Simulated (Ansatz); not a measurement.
Ge₆H₈, relaxed as a singlet with RKS PBE0-D4/def2-SVP in Ansatz, starting from the GFN2-xTB geometry. Force threshold 0.02 eV/Å.

The restricted singlet is unstable towards broken spin symmetry in Hartree–Fock (as tested in another run); at PBE0-D4/def2-SVP this wasn't settled. Another isomer (singlet) lies 0.19 eV lower at PBE0-D4/def2-TZVP; other spin states weren't run for this one.

Start:

Cartesian coordinates in Å:
```
Ge 0.318 -2.182 -1.309
Ge -0.834 -0.393 -0.022
Ge 2.214 -0.590 -1.212
Ge -0.683 1.839 1.644
Ge 1.220 1.385 0.161
Ge -1.906 -0.296 2.324
H -0.766 -2.389 -2.394
H -1.563 2.553 0.532
H 2.554 -1.340 0.183
H -1.262 0.529 -1.240
H 1.470 2.572 -0.783
H -3.230 0.211 1.562
H -0.041 -3.412 -0.443
H 2.508 1.513 0.999
```

```json
{"step": "1", "energy (eV)": "-339154.3680", "largest force component (eV/Å)": "0.955", "SCF passes": "18"}
{"step": "2", "energy (eV)": "-339154.8357", "largest force component (eV/Å)": "0.494", "SCF passes": "26"}
{"step": "3", "energy (eV)": "-339154.9112", "largest force component (eV/Å)": "0.234", "SCF passes": "22"}
{"step": "4", "energy (eV)": "-339154.9428", "largest force component (eV/Å)": "0.103", "SCF passes": "21"}
{"step": "5", "energy (eV)": "-339154.9598", "largest force component (eV/Å)": "0.099", "SCF passes": "22"}
{"step": "6", "energy (eV)": "-339154.9772", "largest force component (eV/Å)": "0.145", "SCF passes": "20"}
{"step": "7", "energy (eV)": "-339154.9879", "largest force component (eV/Å)": "0.134", "SCF passes": "20"}
{"step": "8", "energy (eV)": "-339155.0183", "largest force component (eV/Å)": "0.222", "SCF passes": "22"}
{"step": "9", "energy (eV)": "-339155.0826", "largest force component (eV/Å)": "0.335", "SCF passes": "22"}
{"step": "10", "energy (eV)": "-339155.1864", "largest force component (eV/Å)": "0.598", "SCF passes": "21"}
{"step": "11", "energy (eV)": "-339155.2735", "largest force component (eV/Å)": "0.439", "SCF passes": "21"}
{"step": "12", "energy (eV)": "-339155.3257", "largest force component (eV/Å)": "0.502", "SCF passes": "21"}
{"step": "13", "energy (eV)": "-339155.3554", "largest force component (eV/Å)": "0.530", "SCF passes": "21"}
{"step": "14", "energy (eV)": "-339155.3938", "largest force component (eV/Å)": "0.331", "SCF passes": "20"}
{"step": "15", "energy (eV)": "-339155.4146", "largest force component (eV/Å)": "0.149", "SCF passes": "21"}
{"step": "16", "energy (eV)": "-339155.4182", "largest force component (eV/Å)": "0.129", "SCF passes": "21"}
{"step": "17", "energy (eV)": "-339155.4269", "largest force component (eV/Å)": "0.096", "SCF passes": "20"}
{"step": "18", "energy (eV)": "-339155.4291", "largest force component (eV/Å)": "0.080", "SCF passes": "21"}
{"step": "19", "energy (eV)": "-339155.4301", "largest force component (eV/Å)": "0.049", "SCF passes": "21"}
{"step": "20", "energy (eV)": "-339155.4304", "largest force component (eV/Å)": "0.017", "SCF passes": "22"}
```

Force components are those of the run's own axes.

End:

```csv
atom,x (Å),y (Å),z (Å)
Ge1,-0.042,-2.023,-1.421
Ge2,-1.648,-0.904,-0.006
Ge3,1.620,-0.613,-0.405
Ge4,-0.476,1.504,1.023
Ge5,1.776,1.716,0.173
Ge6,-1.460,-0.333,2.428
H7,-0.244,-1.844,-2.932
H8,-1.271,2.191,-0.135
H9,1.635,-1.232,1.031
H10,-2.314,0.051,-1.049
H11,1.956,2.691,-1.000
H12,-2.833,0.449,2.159
H13,0.371,-3.455,-1.053
H14,2.928,1.801,1.186
```

Bonds lost: Ge2–Ge5 (atoms count from 1).

No frequencies were taken in this run, so the end may be a saddle point.

It took 5.2 min on 4 threads of Intel Xeon Platinum 8259CL on a shared host, peak host memory 1.2 GiB.
